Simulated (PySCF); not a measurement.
C₅H₄F₂, SMILES C=C=C(F)/C=C\F.

Geometry: PBE0-D3(BJ)/def2-SVP. The structure was generated by enumeration; whether it is a known compound was not checked. The values are those of a single conformer.

Calculation: SMD-PBE0/6-31G* (PySCF).

Solvation free energies are E(SMD) − E(gas) at the gas-phase geometry, for 1 M in both phases. In vacuum the dipole moment is 1.27 D.

Computed solvation free energies in water, toluene, n-hexane:
| solvent | ΔG(solv) (kcal/mol) | its non-electrostatic (CDS) part | dipole (D) |
|---|---|---|---|
| water | 0.6 | 5.5 | 1.63 |
| toluene | -2.6 | -0.4 | 1.43 |
| n-hexane | -2.5 | -0.8 | 1.39 |
